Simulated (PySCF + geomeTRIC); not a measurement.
Species: [Zr(Cl)2(CH3)2] (charge 0, multiplicity 1).

Task: Give a relaxed geometry from BP86-D3(BJ)/def2-SVP (PySCF + geomeTRIC).

Result: This is not unique; one that fits is the end point of this relaxation, one of several conformers.
Z-matrix (Å, degrees):
```
Zr
C 1 2.1977
H 2 1.1135 1 112.34
H 2 1.1148 3 108.04 1 -121.80
H 2 1.1151 3 107.99 4 -116.79
C 1 2.1986 2 103.40 3 177.47
H 6 1.1135 1 112.60 2 179.45
H 6 1.1149 7 108.00 1 -122.04
H 6 1.1152 7 107.95 8 -116.67
Cl 1 2.3573 2 108.19 3 62.26
Cl 1 2.3577 2 108.34 3 -67.59
```
